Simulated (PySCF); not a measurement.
Gas-phase reaction: 2 BBr3 + F2 ⇌ 3 Br2 + 2 BF

Method: PySCF energies plus ideal-gas RRHO corrections (1 bar). † marks an energy on the PBE0/def2-TZVP geometry and frequencies; other levels use their own. MP2 freezes the core. All species are closed-shell singlets. Br: all electrons, no relativistic terms. MP2 isn't extrapolated to the basis-set limit; its ΔH°(298 K) is 418.8 kJ in def2-SVP and 383.1 kJ in def2-TZVPP. The harmonic model lacks anharmonicity and excited electronic states, which grow with temperature; levels with a mode under 35 cm⁻¹ are left out.

```
level               ΔE electronic, kJ  ΔH°(298 K), kJ  ΔS°(298 K), J/K  ΔG°(2500 K), kJ
------------------  -----------------  --------------  ---------------  ---------------
BLYP/def2-TZVP†                   253             244              286             -435
HF/def2-TZVP†                     180             171              286             -507
MP2/def2-SVP†                     428             419              286             -260
PBE/def2-SVP                      412             404              286             -276
r2SCAN/def2-TZVP†                 383             375              286             -304
LDA/def2-TZVP†                    440             431              286             -248
ωB97M-V/def2-TZVP†                304             295              286             -384
ωB97X-V/def2-TZVP†                333             324              286             -355
```
ΔH° is lowest at HF/def2-TZVP† and highest at LDA/def2-TZVP†. No reference value is set beside these.
